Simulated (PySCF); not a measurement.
Two-component Hartree-Fock for Hf³⁵⁺ (hafnium, charge +35)

Start: [Kr] 4d1; 4d3/2 filled at m_j = +3/2. Calculated with PySCF 2.14 in an even-tempered Gaussian basis (17 s from 3.7 bohr⁻², ratio 2.8; 14 p from 4.8 bohr⁻², ratio 2.8; 9 d from 4.8 bohr⁻², ratio 2.8; 3 f from 17 bohr⁻², ratio 3): generalised Hartree-Fock with the X2C-1e Hamiltonian and a Gaussian nucleus; one run each with spin-orbit coupling (SO) switched off, then screened by Boettger's factors.

```tsv
spinor shell	electrons	ε, spin-free (eV)	ε, screened SO (eV)	weight of nominal j (screened SO)	rms radius, screened SO (bohr)
1s1/2	2	-67156.5	-67138.0	1.000	0.0215
2s1/2	2	-12839.2	-12833.0	1.000	0.0869
2p1/2	2	-11454.5	-12304.5	1.000	0.0740
2p3/2	4	-11454.5	-11105.2	1.000	0.0811
3s1/2	2	-4075.3	-4073.1	1.000	0.220
3p1/2	2	-3651.8	-3841.0	1.000	0.211
3p3/2	4	-3651.8	-3572.1	1.000	0.225
3d3/2	4	-3154.5	-3189.1	1.000	0.199
3d5/2	6	-3154.5	-3129.3	1.000	0.202
4s1/2	2	-1800.2	-1799.3	1.000	0.463
4p1/2	2	-1637.8	-1698.0	1.000	0.463
4p3/2	4	-1637.8	-1612.0	1.000	0.489
4d3/2	1	-1459.5	-1469.5	1.000	0.472
```

```csv
quantity,spin-free,screened SO
E (hartree),-14367.54861,-14383.90448
M_J,3/2,3/2
⟨J²⟩,4.317,3.751
⟨L²⟩,6.002,6.074
⟨S²⟩,0.750,0.823
```

Each row is a mean over spinors that exchange with the open shell spreads, by up to 12.392 eV (4p1/2).

Breit and QED terms are absent; they matter most for the inner s and p1/2 levels.

Densities and radii are taken from the X2C orbitals without a picture-change correction, which distorts them close to the nucleus.

Without spin-orbit coupling the j labels of p, d and f shells carry no meaning; the spin-free column gives the mean over the occupied spinors of each nl shell, and its ⟨J²⟩ belongs to a mixture of degenerate components.
